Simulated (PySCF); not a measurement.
## Spinor energies of Lu³⁴⁺ (lutetium, charge +34)

Start: [Kr] 4d1; 4d3/2 filled at m_j = +3/2. Calculated with PySCF 2.14 in an even-tempered Gaussian basis (17 s from 3.5 bohr⁻², ratio 2.8; 14 p from 4.6 bohr⁻², ratio 2.8; 9 d from 4.6 bohr⁻², ratio 2.8; 3 f from 16 bohr⁻², ratio 3): generalised Hartree-Fock with the X2C-1e Hamiltonian and a Gaussian nucleus; one run each with spin-orbit coupling (SO) switched off, then screened by Boettger's factors.

```tsv
spinor shell	electrons	ε, spin-free (eV)	ε, screened SO (eV)	weight of nominal j (screened SO)	rms radius, screened SO (bohr)
1s1/2	2	-65045.6	-65028.5	1.000	0.0219
2s1/2	2	-12368.3	-12362.6	1.000	0.0885
2p1/2	2	-11049.7	-11845.5	1.000	0.0754
3s1/2	2	-3902.5	-3900.4	1.000	0.224
3p1/2	2	-3497.4	-3673.7	1.000	0.215
3p3/2	4	-3497.4	-3422.8	1.000	0.229
3d3/2	4	-3015.0	-3047.3	1.000	0.202
3d5/2	6	-3015.0	-2991.4	1.000	0.206
4s1/2	2	-1716.0	-1715.3	1.000	0.472
4p1/2	2	-1560.2	-1616.1	1.000	0.473
4p3/2	4	-1560.2	-1536.1	1.000	0.499
4d3/2	1	-1387.6	-1396.9	1.000	0.483
```

(1) Where does 2p3/2 lie, and what is the 2p spin-orbit splitting (screened SO)?

| quantity | spin-free | screened SO |
| --- | --- | --- |
| E (hartree) | -13905.59500 | -13920.50885 |
| M_J | 3/2 | 3/2 |
| ⟨J²⟩ | 4.331 | 3.751 |
| ⟨L²⟩ | 6.002 | 6.070 |
| ⟨S²⟩ | 0.751 | 0.819 |

Each row is a mean over spinors that exchange with the open shell spreads, by up to 12.145 eV (4p1/2).

Breit and QED terms are absent; they matter most for the inner s and p1/2 levels.

Densities and radii are taken from the X2C orbitals without a picture-change correction, which distorts them close to the nucleus.

Without spin-orbit coupling the j labels of p, d and f shells carry no meaning; the spin-free column gives the mean over the occupied spinors of each nl shell, and its ⟨J²⟩ belongs to a mixture of degenerate components.

## Answers

(1) At -10720.8 eV, 1124.8 eV above 2p1/2.
